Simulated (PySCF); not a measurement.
# Run times: sulfur in aug-cc-pwCVQZ

Measured wall times of calculations with PySCF 2.14 in aug-cc-pwCVQZ (10s9p7d5f3g, 134 functions), with no relativity, point nucleus, run from one Python driver. Hardware: 1 thread of Neoverse-V2 on a shared host, 1.3 GiB allowed. The two-electron integrals over 134 functions were computed once and kept in memory (1.3 CPU seconds with the set-up); the times below exclude them. Kohn-Sham runs start from converged Hartree-Fock orbitals.

Launch command (the driver calls PySCF for each step listed in the task file):

```bash
OMP_NUM_THREADS=1 python atomrun2.py TASK.json OUT
```

| species | step | iterations | wall time (s) |
| --- | --- | --- | --- |
| S [Ne] 3s2 3p3 4s1 | UHF with spin-orbit constants | 1 | 14 |
| S [Ne] 3s2 3p3 4s1 | LDA | 6 | 0.91 |
| S [Ne] 3s2 3p3 4s1 | PBE | 6 | 1.1 |
| S [Ne] 3s2 3p3 4s1 | PBE0 | 6 | 3.2 |
| S [Ne] 3s2 3p3 4s1 | r2SCAN | 6 | 3 |
| S [Ne] 3s2 3p3 4s1 | PW91 | 6 | 1.1 |
| S [Ne] 3s2 3p3 4s1 | PBEsol | 6 | 1.1 |
| S [Ne] 3s2 3p3 4s1 | BHandHLYP | 6 | 3.2 |
| S [Ne] 3s2 3p3 4s1 | MP2 (6 electrons) |  | 1.8 |
| S [Ne] 3s2 3p3 4s1 | MP2 (14 electrons) |  | 2.6 |
| S [Ne] 3s2 3p3 4s1 | MP2 (16 electrons) |  | 2.8 |

Peak memory of the process: 0.63 GiB. Times on a shared host vary from run to run.
